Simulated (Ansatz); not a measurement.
Cost and result for the atomization energy of ClFH₂SeSn, SMILES `[F][SnH]([Cl])[SeH]` (6 atoms, 5 bonds).

```xyz
6

F     0.479   -1.964   -0.299
Sn    0.365   -0.063   -0.471
Cl    1.889    0.682    1.095
Se   -1.938    0.661    0.156
H     0.854    0.319   -2.048
H    -1.648    0.365    1.567
```

Total charge 0; spin multiplicity 1. Correlated methods include outer-core shells of Se, Sn, which these sets cover unevenly. Scalar relativity is left out up to krypton. Sn takes the def2 core potential. All single points use the PBE0-D4/def2-TZVP geometry. It is one conformer, not always the lowest. Program: Ansatz. All runs use 4 threads of an Arm Neoverse V1 on a shared host. Times are those of one run each, without the atoms' runs, and a repeat can differ threefold. Electronic energies, without spin–orbit coupling; frozen cores. CCSD(T)/CBS adds CCSD(T) − MP2 in def2-TZVPP to the MP2 limit, and its time is that of the two runs behind it. T1 = 0.012. With those shells the extrapolation isn't a true limit. B3LYP takes the VWN-RPA correlation (the form of Gaussian; ORCA's B3LYP/G). HSE06 is the plane-wave form, built on full-range PBE exchange.

CCSD(T)/CBS is a level of theory with its own doubt, some kJ/mol a heavy atom from the limit and from the frozen cores, so smaller differences don't rank the functionals.

```tsv
level	functions	wall time
PBE-D4/def2-TZVPP (with forces)	199	2.5 s
PBE0-D4/def2-TZVPP	199	3.6 s
BHLYP-D4/def2-TZVPP	199	3.7 s
HSE06-D4/def2-TZVPP	199	3.7 s
CAM-B3LYP-D4/def2-TZVPP	199	4 s
B3LYP-D4/def2-TZVPP (with forces)	199	4.9 s
B2PLYP/def2-TZVPP	199	6 s
PBE-QIDH/def2-TZVPP	199	6 s
CCSD(T)/def2-SVP	100	7 s
ωB97X-V/def2-TZVPP	199	9 s
MP2/def2-QZVPP	358	16 s
CCSD(T)/def2-TZVPP	199	2.4 min
CCSD(T)/CBS(def2)	–	2.7 min
```

Task: What atomization energy does each give, and how far from CCSD(T)/CBS? (An estimate is asked.)

Result: Ansatz gave: 
| level | atomization (kcal/mol) | difference from CCSD(T)/CBS | per bond |
| --- | --- | --- | --- |
| PBE-D4/def2-TZVPP (with forces) | 391.0 | -1.7 | -0.3 |
| PBE0-D4/def2-TZVPP | 380.3 | -12.4 | -2.5 |
| BHLYP-D4/def2-TZVPP | 365.6 | -27.1 | -5.4 |
| HSE06-D4/def2-TZVPP | 380.2 | -12.5 | -2.5 |
| CAM-B3LYP-D4/def2-TZVPP | 381.2 | -11.5 | -2.3 |
| B3LYP-D4/def2-TZVPP (with forces) | 379.0 | -13.7 | -2.7 |
| B2PLYP/def2-TZVPP | 375.2 | -17.5 | -3.5 |
| PBE-QIDH/def2-TZVPP | 378.1 | -14.6 | -2.9 |
| CCSD(T)/def2-SVP | 347.0 | -45.7 | -9.1 |
| ωB97X-V/def2-TZVPP | 389.5 | -3.2 | -0.6 |
| MP2/def2-QZVPP | 392.2 | -0.5 | -0.1 |
| CCSD(T)/def2-TZVPP | 373.6 | -19.1 | -3.8 |
| CCSD(T)/CBS(def2) | 392.7 | 0.0 | 0.0 |

From r2SCAN to r2SCAN0 (25 % exact exchange), in def2-TZVPP and without D4, the atomization energy moves by −11.9 kcal/mol: exact exchange takes away binding that semilocal exchange gives to molecules. The D4 term adds +6.6 kcal/mol with B3LYP and +3.5 kcal/mol with PBE0; it sums over pairs of atoms, weighted by their polarisabilities, and B3LYP, whose exchange is more repulsive, gets the larger term. Leaving LDA and LC-ωPBE aside and taking each functional with its dispersion term where it has one, the values, not all of them listed here, spread over 27.8 kcal/mol, from BHLYP-D4 to B97M-V. LDA lies +65.2 kcal/mol from PBE without D4, its usual overbinding.

Spin–orbit coupling would lower the free Sn atoms strongly, and the atomization energy with them, by more than many differences here. For some Ge, Se and Sn compounds the MP2-based and the directly extrapolated limit differ by 10 to 25 kJ/mol.
